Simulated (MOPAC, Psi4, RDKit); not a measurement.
Internal rotation in SMILES Cc1ccc(B(O)O)cc1. Scanned: dihedral C4–C5–B6–O7; all other coordinates were relaxed at GFN2-xTB. Points at φ and −φ are mirror images. Heavy atoms are numbered in the order of the SMILES Cc1ccc(B(O)O)cc1, hydrogens after them in the order of the atoms that carry them; the mirror image has the same energies with the sign of each dihedral reversed.

Methods: PM7, restricted, heats of formation // GFN2-xTB (MOPAC); UFF // GFN2-xTB (RDKit); PM6, restricted, heats of formation // GFN2-xTB (MOPAC); PBE-D3(BJ)/def2-SVP // GFN2-xTB (Psi4).

Energies relative to the lowest point of each profile, in eV; the last columns give the difference from PBE-D3(BJ):

| φ / ° | PM7 | UFF | PM6 | PBE-D3(BJ)/def2-SVP | PM7 − PBE-D3(BJ)/def2-SVP | UFF − PBE-D3(BJ)/def2-SVP | PM6 − PBE-D3(BJ)/def2-SVP |
|---|---|---|---|---|---|---|---|
| -165 | 0.000 | 0.000 | 0.001 | 0.004 | -0.004 | -0.004 | -0.003 |
| -150 | 0.003 | 0.020 | 0.003 | 0.022 | -0.019 | -0.002 | -0.019 |
| -135 | 0.012 | 0.089 | 0.009 | 0.059 | -0.047 | 0.030 | -0.051 |
| -120 | 0.025 | 0.192 | 0.016 | 0.110 | -0.085 | 0.081 | -0.094 |
| -105 | 0.035 | 0.287 | 0.023 | 0.158 | -0.123 | 0.129 | -0.135 |
| -90 | 0.039 | 0.324 | 0.026 | 0.177 | -0.138 | 0.146 | -0.151 |
| -75 | 0.036 | 0.283 | 0.024 | 0.156 | -0.120 | 0.127 | -0.132 |
| -60 | 0.026 | 0.190 | 0.017 | 0.108 | -0.082 | 0.082 | -0.091 |
| -45 | 0.013 | 0.091 | 0.010 | 0.059 | -0.045 | 0.032 | -0.049 |
| -30 | 0.004 | 0.022 | 0.004 | 0.023 | -0.019 | -0.001 | -0.019 |
| -15 | 0.000 | 0.000 | 0.001 | 0.005 | -0.005 | -0.005 | -0.004 |
| 0 | 0.000 | 0.003 | 0.000 | 0.001 | -0.001 | 0.001 | -0.001 |
| 15 | 0.000 | 0.000 | 0.001 | 0.005 | -0.005 | -0.005 | -0.004 |
| 30 | 0.004 | 0.022 | 0.004 | 0.023 | -0.019 | -0.001 | -0.019 |
| 45 | 0.013 | 0.091 | 0.010 | 0.059 | -0.045 | 0.032 | -0.049 |
| 60 | 0.026 | 0.190 | 0.017 | 0.108 | -0.082 | 0.082 | -0.091 |
| 75 | 0.036 | 0.283 | 0.024 | 0.156 | -0.120 | 0.127 | -0.132 |
| 90 | 0.039 | 0.324 | 0.026 | 0.177 | -0.138 | 0.146 | -0.151 |
| 105 | 0.035 | 0.287 | 0.023 | 0.158 | -0.123 | 0.129 | -0.135 |
| 120 | 0.025 | 0.192 | 0.016 | 0.110 | -0.085 | 0.081 | -0.094 |
| 135 | 0.012 | 0.089 | 0.009 | 0.059 | -0.047 | 0.030 | -0.051 |
| 150 | 0.003 | 0.020 | 0.003 | 0.022 | -0.019 | -0.002 | -0.019 |
| 165 | 0.000 | 0.000 | 0.001 | 0.004 | -0.004 | -0.004 | -0.003 |
| 180 | 0.000 | 0.003 | 0.000 | 0.000 | 0.000 | 0.003 | 0.000 |

PM7 is furthest from PBE-D3(BJ)/def2-SVP at -90 (-0.138 eV, below); its mean absolute difference over the points is 0.057 eV.

UFF is furthest from PBE-D3(BJ)/def2-SVP at -90 (0.146 eV, above); its mean absolute difference over the points is 0.053 eV.

PM6 is furthest from PBE-D3(BJ)/def2-SVP at -90 (-0.151 eV, below); its mean absolute difference over the points is 0.062 eV.
